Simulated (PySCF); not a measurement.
## Stationary points of NbH₄

All numbers come from PySCF, PBE0, basis Nb def2-TZVP with ECP28, H def2-TZVP (scalar-relativistic core potentials, no spin–orbit coupling, density fitting).

Relaxations began from a few typed shapes; open shells are unrestricted. The search is not exhaustive: other isomers or separated fragments can lie lower, and high-lying points may rest on an excited occupation.

| spin | group | bonds | angles | imaginary modes (cm⁻¹) | ΔE (kJ/mol) | ΔE with ZPE (kJ/mol) |
| --- | --- | --- | --- | --- | --- | --- |
| doublet | D2d | Nb–H 1.758 Å (×4) | H–Nb–H 105.8° (×2), H–Nb–H 111.3° (×4) | none | 0.0 | 0.0 |
| doublet | C4v | Nb–H 1.736 Å (×4) | H–Nb–H 74.8° (×4), H–Nb–H 118.3° (×2) | 173i, 173i | 58.5 | – |

The lowest minimum found is the doublet D2d: Nb–H 1.758 Å (×4); H–Nb–H 105.8° (×2), H–Nb–H 111.3° (×4).

Formally Nb is in oxidation state +4, d1, with 1 unpaired electron. The Mulliken spin on Nb is 1.19. The polar-tensor charge on Nb, 1.46, is far below the formal one.

For the lowest minimum: other spin states or occupations of the open shell can lie lower.
